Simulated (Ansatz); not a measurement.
Reaction (SMILES): [C](Cl)F (closed-shell singlet) → C atom + Cl atom + F atom
B3LYP-D3(BJ)/def2-TZVP geometries, fixed; electronic energies without zero-point terms.
Largest species:
```xyz
3

F     -1.4677    -0.2909     0.0321
C     -0.5979     0.6705    -0.0192
Cl     0.9880    -0.0826    -0.0102
```
Charge 0, spin multiplicity 1.

Basis-set convergence of the atomisation energy at PBE with Ansatz (a first-principles code). Cartesian d functions, on some or all atoms, in 6-31G**, 6-31+G*, 6-311G**, 6-311+G**; all else is spherical. The program fits the integrals of some runs and decomposes those of others, by size. Open shells are unrestricted. No added dispersion term, no relativity. Functions are those of the species that has most. Reference: the value in aug-cc-pV(5+d)Z, 233.49 kcal/mol, itself unsure by roughly 0.05 kcal/mol (its mean distance from pcseg-4, aug-pcseg-3, aug-cc-pV(Q+d)Z). Deviations are taken from unrounded values.

```tsv
basis	functions
STO-3G	19
3-21G	31
6-31G	31
def2-SVP	46
6-31G**	49
6-31+G*	61
6-311G**	63
6-311+G**	75
6-311++G(2d,2p)	89
def2-TZVP	99
def2-TZVPP	104
6-311++G(3df,3pd)	125
def2-QZVPP	184
```

Task: Which is the smallest set listed that can be trusted to 4 kcal/mol here, that is, within that of the reference together with its larger relatives (same family, alike in diffuse functions; a set with none to test it counts only in the reference's own line)?

Result: The smallest set listed that lies within 4 kcal/mol of the reference with all its larger relatives (same family, alike in diffuse functions; a set with none counts only in the reference's own line) is def2-SVP (46 functions, 3.02 kcal/mol off). Inside the window by cancellation, since a larger relative falls out: 6-31G**. Value minus reference: STO-3G 22.90, 3-21G -23.68, 6-31G -34.26, def2-SVP 3.02, 6-31G** 0.43, 6-31+G* -5.96, 6-311G** -4.70, 6-311+G** -6.19, 6-311++G(2d,2p) -2.53, def2-TZVP 0.03, def2-TZVPP 0.02, 6-311++G(3df,3pd) 1.06, def2-QZVPP -0.45 kcal/mol.
